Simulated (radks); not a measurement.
Effect of the nuclear size on the iron ion Fe+, [Ar] 3d6 4s1. Method: Dirac Kohn-Sham, relativistic LDA (MacDonald-Vosko exchange, VWN5 correlation), spin-unpolarised, spherical densities, finite nucleus; open shells fill j = l - 1/2 first; Fermi nuclear charge, rms radius 3.7377 fm; computed with a radial shooting solver on a logarithmic mesh with Libxc functionals. The rms radius is varied about that value; shifts are against it.

| rms radius (fm) | total energy shift (eV) | density at nucleus (e/bohr^3) | 1s1/2 shift (meV) | 2s1/2 shift (meV) | 3s1/2 shift (meV) |
|---|---|---|---|---|---|
| 3.3228 | -0.0230 | 1.502e+04 | -9.74 | -0.879 | -0.126 |
| 3.577 | -0.00922 | 1.498e+04 | -3.90 | -0.352 | -0.051 |
| 3.7377 | 0 | 1.495e+04 | 0.000 | 0.000 | 0.000 |
| 4.0106 | 0.0166 | 1.49e+04 | 7.00 | 0.632 | 0.091 |
| 4.2348 | 0.0310 | 1.487e+04 | 13.1 | 1.18 | 0.170 |

Slopes of the eigenvalues against <r^2> in GHz/fm^2, as finite differences over the two radii next to the reference (eigenvalue slopes, not the field-shift constants of lines): 1s1/2 802, 2s1/2 72.3, 3s1/2 10.4.
